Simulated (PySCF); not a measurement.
## Input and output

[TaO2(OH)2]− (singlet). PySCF 2.14.0, RKS CAM-B3LYP, Ta def2-SVP with ECP60, O def2-SVP, H def2-SVP; non-relativistic Hamiltonian with scalar-relativistic core potentials where named; density fitting; no spin-orbit coupling. Purpose: singlet excitations, Tamm-Dancoff CAM-B3LYP.

```python
mol = gto.M(atom='''
Ta    -0.05363    -0.03679     0.23539
O      1.23302     0.04545    -0.98586
O      0.07677     1.33251     1.35787
O     -1.83403     0.05933    -0.64107
H     -2.45468     0.71161    -0.30764
O      0.15244    -1.74616     1.22643
H      0.83137    -2.34971     0.91519''',
    basis={'Ta': 'def2-SVP', 'O': 'def2-SVP', 'H': 'def2-SVP'},
    ecp={'Ta': 'def2-SVP'},
    charge=-1, spin=0)
mf = dft.RKS(mol, xc='CAMB3LYP')
mf.grids.atom_grid = (50, 194)
mf = mf.density_fit()  # fitting sets: Ta def2-universal-JKFIT, O def2-universal-JKFIT, H def2-universal-JKFIT
mf.conv_tol = 1e-08; mf.max_cycle = 55
mf.kernel(dm0)  # dm0: converged density of the relaxed state
td = mf.TDA(); td.nstates = 8; td.kernel()
```

Run from Python with OMP_NUM_THREADS=2; the lines above give its settings. Where DIIS fails, smearing, a level shift and second-order steps follow.
It took 57 s on 2 threads of Arm Neoverse V1, with other jobs on the host, from an already converged density.

Question: Where do the frontier levels lie, over both spins?

Answer: HOMO -3.41 eV, LUMO 4.99 eV. 

Question: What are the Mulliken charges and spins?

Answer: 
```json
{"atom": "Ta1", "charge (e)": "0.685", "spin (e)": "0.000"}
{"atom": "O2", "charge (e)": "-0.509", "spin (e)": "0.000"}
{"atom": "O3", "charge (e)": "-0.510", "spin (e)": "0.000"}
{"atom": "O4", "charge (e)": "-0.514", "spin (e)": "0.000"}
{"atom": "H5", "charge (e)": "0.181", "spin (e)": "0.000"}
{"atom": "O6", "charge (e)": "-0.514", "spin (e)": "0.000"}
{"atom": "H7", "charge (e)": "0.182", "spin (e)": "0.000"}
```

Question: Which singlet excitations follow (Tamm-Dancoff, 8 states)?

Answer: 
```json
{"state": "1", "eV": "5.38", "oscillator strength": "0.0136"}
{"state": "2", "eV": "6.08", "oscillator strength": "0.0071"}
{"state": "3", "eV": "6.13", "oscillator strength": "0.0307"}
{"state": "4", "eV": "6.22", "oscillator strength": "0.0154"}
{"state": "5", "eV": "6.35", "oscillator strength": "0.0075"}
{"state": "6", "eV": "6.52", "oscillator strength": "0.0036"}
{"state": "7", "eV": "6.64", "oscillator strength": "0.0162"}
{"state": "8", "eV": "6.89", "oscillator strength": "0.0242"}
```
For an anion in a basis without diffuse functions, states above the detachment energy aren't bound: they are resonances at best, or continuum confined by the basis.

The geometry was relaxed with PBE0 (Ta def2-SVP with ECP60, O def2-SVP, H def2-SVP).
